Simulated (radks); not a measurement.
All-electron atom: Re50+ in [Ar] 3d7. Method: scalar-relativistic Kohn-Sham, SCAN, spin-polarised, spherical densities, finite nucleus; open shells are filled with parallel spins first (spin-orbit coupling, left out, can overturn this in heavy ions); meta-GGA in the generalised Kohn-Sham scheme; Fermi nuclear charge, rms radius 5.3698 fm; computed with a radial shooting solver on a logarithmic mesh with Libxc functionals. Some entries of the table are withheld. Estimate them.

orbital  occ.  eigenvalue (Ry)  r(max) (bohr)
1s up       1        -5489.369        0.01124
1s down     1        -5489.324        0.01124
2s up       1        -1129.119        0.06436
2s down     1        -1127.998        0.06434
2p up       3              (1)        0.05292
2p down     3              (2)        0.05288
3s up       1        -408.3951            (3)
3s down     1        -406.8889            (4)
3p up       3        -373.6471         0.1757
3p down     3        -372.1299         0.1759
3d up       5        -337.5785         0.1417
3d down     2        -335.7383         0.1418

Answer. 
(1) 2p up eigenvalue (Ry): -1012.969
(2) 2p down eigenvalue (Ry): -1012.020
(3) 3s up r(max) (bohr): 0.1782
(4) 3s down r(max) (bohr): 0.1784
